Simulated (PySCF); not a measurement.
MgCl, SMILES [Mg][Cl], multiplicity 2. Atoms are numbered in the order given.

```xyz
2

Mg     0.0000     0.0000    -1.3032
Cl     0.0000     0.0000     0.9199
```
Charge 0, spin multiplicity 2.

Geometry: B3LYP-D3(BJ)/def2-TZVPD. The multiplicity is an assumed one; other spin states were not compared.

The numbers are results of CAM-B3LYP/def2-TZVPD (PySCF), not measurements.

Gas-phase values at a fixed geometry.

```json
{
 "total_energy": "-660.35309 hartree",
 "point_group": "C∞v",
 "α spin, highest occupied and lowest empty level": "-6.90 and -0.33 eV",
 "β spin, highest occupied and lowest empty level": "-9.68 and -2.31 eV",
 "dipole_moment": "3.63 D",
 "mean_static_polarisability": "62.4 bohr³ (9.25 Å³)",
 "polarisability_principal_values": "61.9, 61.9, 63.6 bohr³",
 "⟨S²⟩": "0.751 (pure state 0.75)"
}
```
